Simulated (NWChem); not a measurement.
System: BeSiH3OBr; SMILES [SiH3][O][Be][Br]

Parts of the log:

```
             Northwest Computational Chemistry Package (NWChem) 7.3.0
             --------------------------------------------------------

 C1  symmetry detected

                             Geometry "geometry" -> ""
                             -------------------------

 Output coordinates in angstroms (scale by  1.889725989 to convert to a.u.)

  No.       Tag          Charge          X              Y              Z
 ---- ---------------- ---------- -------------- -------------- --------------
    1 Be                   4.0000    -0.00573154    -0.05424594    -0.00014026
    2 Br                  35.0000     0.00080716     1.91008605     0.00023294
    3 O                    8.0000    -0.00914229    -1.47016429    -0.00487980
    4 Si                  14.0000     0.00329971    -3.13883969     0.00143222
    5 H                    1.0000    -0.65507605    -3.65517174    -1.24772678
    6 H                    1.0000    -0.74584902    -3.64356462     1.20336693
    7 H                    1.0000     1.42254310    -3.63222171     0.05575513

 Effective nuclear repulsion energy (a.u.)     221.6535948470

                                 NWChem DFT Module
                                 -----------------

 Summary of "ao basis" -> "ao basis" (spherical)
 ------------------------------------------------------------------------------
       Tag                 Description            Shells   Functions and Types
 ---------------- ------------------------------  ------  ---------------------
 Be                         def2-svp                 5        9   3s2p
 Br                         def2-svp                12       32   5s4p3d
 O                          def2-svp                 6       14   3s2p1d
 Si                         def2-svp                 8       18   4s3p1d
 H                          def2-svp                 3        5   2s1p

            General Information
            -------------------
          SCF calculation type: DFT
          Wavefunction type:  closed shell.
          No. of atoms     :     7
          No. of electrons :    64
           Alpha electrons :    32
            Beta electrons :    32
          Charge           :     0
          Spin multiplicity:     1
          Use of symmetry is: off; symmetry adaption is: off
          Maximum number of iterations: 150
          AO basis - number of functions:    88
                     number of shells:    40
          Convergence on energy requested:  1.00D-06
          Convergence on density requested:  1.00D-05
          Convergence on gradient requested:  5.00D-04

              XC Information
              --------------
                          M06 Method XC Functional
                     Hartree-Fock (Exact) Exchange  0.270
                           M06 Exchange Functional  1.000
                         M06 Correlation Potential  1.000

             Grid Information
             ----------------
          Grid used for XC integration:  medium
          Radial quadrature: Mura-Knowles
          Angular quadrature: Lebedev.
          Tag              B.-S. Rad. Rad. Pts. Rad. Cut. Ang. Pts.
          ---              ---------- --------- --------- ---------
          Be                  1.05       49          11.0       434
          Br                  1.15      112          13.0       590
          O                   0.60       49          10.0       434
          Si                  1.10       88          12.0       590
          H                   0.35       45          13.0       434
          Grid pruning is: on
          Number of quadrature shells:   433
          Spatial weights used:  Erf1

      Superposition of Atomic Density Guess
      -------------------------------------

 Sum of atomic energies:       -2951.56707062

      Non-variational initial energy
      ------------------------------

 Total energy =   -2952.526493
 1-e energy   =   -4546.851484
 2-e energy   =    1372.671396
 HOMO         =      -0.397640
 LUMO         =      -0.029395

     ---------------------------------------------
      Total Density - Mulliken Population Analysis
     ---------------------------------------------

    Atom       Charge   Shell Charges
 -----------   ------   -------------------------------------------------------
    1 Be   4     3.06   1.99  0.39  0.05  0.57  0.06
    2 Br  35    35.35   2.00  2.00  2.00  1.36  0.56  6.00  5.99  2.39  3.05  8.23  1.73  0.05
    3 O    8     9.09   1.99  1.11  0.64  3.21  2.13  0.00
    4 Si  14    13.20   2.00  1.99  0.96  0.24  5.93  1.01  0.88  0.18
    5 H    1     1.10   0.70  0.39  0.01
    6 H    1     1.10   0.70  0.39  0.01
    7 H    1     1.10   0.70  0.39  0.01

   convergence    iter        energy       DeltaE   RMS-Dens  Diis-err
 ---------------- ----- ----------------- --------- --------- ---------
 d= 0,ls=0.0,diis     1  -2954.8856742806 -3.18D+03  1.37D-02  6.79D-01
 d= 0,ls=0.0,diis     2  -2954.8010576375  8.46D-02  7.69D-03  1.71D+00
 d= 0,ls=0.0,diis     3  -2954.9686225576 -1.68D-01  1.59D-03  2.72D-02
 d= 0,ls=0.0,diis     4  -2954.9709860763 -2.36D-03  6.07D-04  3.68D-03
 d= 0,ls=0.0,diis     5  -2954.9676643765  3.32D-03  2.81D-04  7.76D-04
  Resetting Diis
 d= 0,ls=0.0,diis     6  -2954.9678356722 -1.71D-04  4.71D-04  3.40D-04
 d= 0,ls=0.0,diis     7  -2954.9679644076 -1.29D-04  1.97D-04  5.08D-05
 d= 0,ls=0.0,diis     8  -2954.9679738425 -9.43D-06  6.51D-05  3.86D-05
 d= 0,ls=0.0,diis     9  -2954.9679778922 -4.05D-06  1.27D-05  1.20D-06
 d= 0,ls=0.0,diis    10  -2954.9679779342 -4.20D-08  5.41D-06  6.96D-07

         Total DFT energy =    -2954.967977934202
      One electron energy =    -4550.447789784110
           Coulomb energy =     1498.639563300859
    Exchange-Corr. energy =     -124.813346297953
 Nuclear repulsion energy =      221.653594847002

 Numeric. integr. density =       64.000013544013

                       DFT Final Molecular Orbital Analysis
                       ------------------------------------

 Vector   30  Occ=2.000000D+00  E=-3.358784D-01
              MO Center=  7.2D-02, -2.2D+00,  3.1D-01, r^2= 5.2D+00
   Bfn.  Coefficient  Atom+Function         Bfn.  Coefficient  Atom+Function
  ----- ------------  ---------------      ----- ------------  ---------------
    79      0.289109  6 H  s                 45      0.261174  3 O  px
    84     -0.248238  7 H  s                 48      0.200749  3 O  px
    80      0.191171  6 H  s                 47     -0.185515  3 O  pz
    63     -0.169811  4 Si px                85     -0.164205  7 H  s
    21      0.153470  2 Br px                24      0.151658  2 Br px

 Vector   31  Occ=2.000000D+00  E=-3.130446D-01
              MO Center= -3.3D-03,  1.2D+00, -3.9D-02, r^2= 4.1D+00
   Bfn.  Coefficient  Atom+Function         Bfn.  Coefficient  Atom+Function
  ----- ------------  ---------------      ----- ------------  ---------------
    26      0.432199  2 Br pz                23      0.373114  2 Br pz
    24      0.352699  2 Br px                21      0.304482  2 Br px
    20     -0.248802  2 Br pz                18     -0.203036  2 Br px
    47     -0.153878  3 O  pz                50     -0.136826  3 O  pz
    45     -0.125603  3 O  px                48     -0.111682  3 O  px

 Vector   32  Occ=2.000000D+00  E=-3.130369D-01
              MO Center=  3.6D-03,  1.2D+00,  3.9D-02, r^2= 4.1D+00
   Bfn.  Coefficient  Atom+Function         Bfn.  Coefficient  Atom+Function
  ----- ------------  ---------------      ----- ------------  ---------------
    24      0.432091  2 Br px                21      0.373003  2 Br px
    26     -0.352627  2 Br pz                23     -0.304405  2 Br pz
    18     -0.248729  2 Br px                20      0.202986  2 Br pz
    45     -0.154129  3 O  px                48     -0.137032  3 O  px
    47      0.125745  3 O  pz                50      0.111800  3 O  pz

 Vector   33  Occ=0.000000D+00  E=-2.040693D-02
              MO Center= -7.8D-03, -3.1D-01,  1.2D-02, r^2= 6.8D+00
   Bfn.  Coefficient  Atom+Function         Bfn.  Coefficient  Atom+Function
  ----- ------------  ---------------      ----- ------------  ---------------
     3      1.374441  1 Be s                 14     -0.511887  2 Br s
    44     -0.372047  3 O  s                 25      0.327484  2 Br py
    59     -0.272123  4 Si s                 67      0.262066  4 Si py
    13     -0.162171  2 Br s                 43     -0.136682  3 O  s
    22      0.132735  2 Br py                 8      0.131681  1 Be py

 Vector   34  Occ=0.000000D+00  E= 1.570550D-02
              MO Center=  1.6D-02, -6.7D-02,  8.2D-03, r^2= 4.8D+00
   Bfn.  Coefficient  Atom+Function         Bfn.  Coefficient  Atom+Function
  ----- ------------  ---------------      ----- ------------  ---------------
     7      0.777873  1 Be px                 4     -0.412064  1 Be px
    24     -0.351112  2 Br px                66     -0.344804  4 Si px
    85      0.271126  7 H  s                 48     -0.212887  3 O  px
    80     -0.190513  6 H  s                 45     -0.174016  3 O  px
     9     -0.169594  1 Be pz                21     -0.161378  2 Br px

 Vector   35  Occ=0.000000D+00  E= 1.577357D-02
              MO Center= -2.3D-02, -6.4D-02, -2.0D-02, r^2= 4.8D+00
   Bfn.  Coefficient  Atom+Function         Bfn.  Coefficient  Atom+Function
  ----- ------------  ---------------      ----- ------------  ---------------
     9      0.778398  1 Be pz                 6     -0.412148  1 Be pz
    26     -0.351257  2 Br pz                68     -0.341331  4 Si pz
    75     -0.263385  5 H  s                 50     -0.213603  3 O  pz
    80      0.196330  6 H  s                 47     -0.174449  3 O  pz
     7      0.169793  1 Be px                23     -0.161471  2 Br pz

     ---------------------------------------------
      Total Density - Mulliken Population Analysis
     ---------------------------------------------

[...]
```

Level: M06/def2-SVP. Geometry: optimised at PBE-D3(BJ)/def2-SVP.

Q: Which NWChem input produces such a log?

A: This is not unique; one that fits is the input that was run:
```
start job
memory heap 200 mb stack 900 mb global 1100 mb
geometry units angstroms noautoz
  Be    -0.041282     0.024456     0.001853
  Br    -0.077141     1.988464     0.007308
  O     -0.014409    -1.391194    -0.006621
  Si     0.034418    -3.059213    -0.005742
  H     -0.688076    -3.587896    -1.213613
  H     -0.628486    -3.581846     1.238457
  H      1.464640    -3.521733    -0.039931
end
basis spherical
  Be library def2-svp
  Br library def2-svp
  O library def2-svp
  Si library def2-svp
  H library def2-svp
end
dft
  xc m06
  iterations 150
  mulliken
end
task dft energy
```
